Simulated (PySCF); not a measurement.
C5H4F2O, SMILES C=C1OC=C(F)[C@H]1F.

Geometry optimised at PBE0-D3(BJ)/def2-SVP. The structure was generated by enumeration; whether it is a known compound was not checked. One conformer was computed; it need not be the lowest.

These are PBE0-D3(BJ)/def2-SVP (PySCF 2.14.0) values and carry that method's errors.

Harmonic, unscaled wavenumbers; measured fundamentals usually lie a few per cent lower.

```json
[
 {"mode": "1", "ν (cm⁻¹)": "77", "IR (km/mol)": "0.7", "moving atoms (share of kinetic energy)": "F 38 %, C 34 %, O 17 %, H 11 %"},
 {"mode": "2", "ν (cm⁻¹)": "221", "IR (km/mol)": "1.2", "moving atoms (share of kinetic energy)": "F 82 %, C 14 %"},
 {"mode": "3", "ν (cm⁻¹)": "254", "IR (km/mol)": "2.0", "moving atoms (share of kinetic energy)": "C 44 %, F 40 %, H 16 %"},
 {"mode": "4", "ν (cm⁻¹)": "311", "IR (km/mol)": "3.8", "moving atoms (share of kinetic energy)": "C 45 %, F 26 %, H 22 %"},
 {"mode": "5", "ν (cm⁻¹)": "360", "IR (km/mol)": "4.5", "moving atoms (share of kinetic energy)": "C 45 %, O 27 %, F 19 %, H 10 %"},
 {"mode": "6", "ν (cm⁻¹)": "461", "IR (km/mol)": "6.4", "moving atoms (share of kinetic energy)": "C 44 %, H 29 %, O 16 %, F 12 %"},
 {"mode": "7", "ν (cm⁻¹)": "553", "IR (km/mol)": "0.5", "moving atoms (share of kinetic energy)": "C 55 %, F 35 %, H 8 %"},
 {"mode": "8", "ν (cm⁻¹)": "602", "IR (km/mol)": "7.4", "moving atoms (share of kinetic energy)": "C 63 %, H 21 %, F 11 %"},
 {"mode": "9", "ν (cm⁻¹)": "675", "IR (km/mol)": "11.6", "moving atoms (share of kinetic energy)": "C 47 %, F 34 %, H 10 %, O 8 %"},
 {"mode": "10", "ν (cm⁻¹)": "737", "IR (km/mol)": "2.0", "moving atoms (share of kinetic energy)": "H 77 %, C 13 %, O 9 %"},
 {"mode": "11", "ν (cm⁻¹)": "748", "IR (km/mol)": "5.2", "moving atoms (share of kinetic energy)": "C 44 %, O 33 %, H 12 %, F 11 %"},
 {"mode": "12", "ν (cm⁻¹)": "875", "IR (km/mol)": "26.7", "moving atoms (share of kinetic energy)": "H 67 %, C 32 %"},
 {"mode": "13", "ν (cm⁻¹)": "881", "IR (km/mol)": "39.1", "moving atoms (share of kinetic energy)": "H 59 %, C 32 %, O 8 %"},
 {"mode": "14", "ν (cm⁻¹)": "906", "IR (km/mol)": "17.5", "moving atoms (share of kinetic energy)": "C 49 %, H 33 %, O 17 %"},
 {"mode": "15", "ν (cm⁻¹)": "924", "IR (km/mol)": "10.6", "moving atoms (share of kinetic energy)": "H 54 %, C 38 %"},
 {"mode": "16", "ν (cm⁻¹)": "962", "IR (km/mol)": "33.0", "moving atoms (share of kinetic energy)": "C 70 %, H 22 %"},
 {"mode": "17", "ν (cm⁻¹)": "1109", "IR (km/mol)": "125.3", "moving atoms (share of kinetic energy)": "C 64 %, F 27 %"},
 {"mode": "18", "ν (cm⁻¹)": "1189", "IR (km/mol)": "87.9", "moving atoms (share of kinetic energy)": "H 50 %, O 28 %, C 20 %"},
 {"mode": "19", "ν (cm⁻¹)": "1220", "IR (km/mol)": "1.9", "moving atoms (share of kinetic energy)": "H 64 %, C 32 %"},
 {"mode": "20", "ν (cm⁻¹)": "1253", "IR (km/mol)": "325.0", "moving atoms (share of kinetic energy)": "C 61 %, O 19 %, H 14 %"},
 {"mode": "21", "ν (cm⁻¹)": "1337", "IR (km/mol)": "23.5", "moving atoms (share of kinetic energy)": "H 70 %, C 24 %"},
 {"mode": "22", "ν (cm⁻¹)": "1355", "IR (km/mol)": "11.1", "moving atoms (share of kinetic energy)": "C 50 %, H 39 %, O 8 %"},
 {"mode": "23", "ν (cm⁻¹)": "1396", "IR (km/mol)": "20.8", "moving atoms (share of kinetic energy)": "H 81 %, C 18 %"},
 {"mode": "24", "ν (cm⁻¹)": "1422", "IR (km/mol)": "116.0", "moving atoms (share of kinetic energy)": "C 82 %, H 10 %"},
 {"mode": "25", "ν (cm⁻¹)": "1774", "IR (km/mol)": "35.9", "moving atoms (share of kinetic energy)": "C 93 %"},
 {"mode": "26", "ν (cm⁻¹)": "1805", "IR (km/mol)": "17.4", "moving atoms (share of kinetic energy)": "C 93 %"},
 {"mode": "27", "ν (cm⁻¹)": "3081", "IR (km/mol)": "14.8", "moving atoms (share of kinetic energy)": "H 92 %"},
 {"mode": "28", "ν (cm⁻¹)": "3197", "IR (km/mol)": "1.8", "moving atoms (share of kinetic energy)": "H 94 %"},
 {"mode": "29", "ν (cm⁻¹)": "3294", "IR (km/mol)": "4.9", "moving atoms (share of kinetic energy)": "H 91 %, C 9 %"},
 {"mode": "30", "ν (cm⁻¹)": "3310", "IR (km/mol)": "0.3", "moving atoms (share of kinetic energy)": "H 89 %, C 11 %"}
]
```
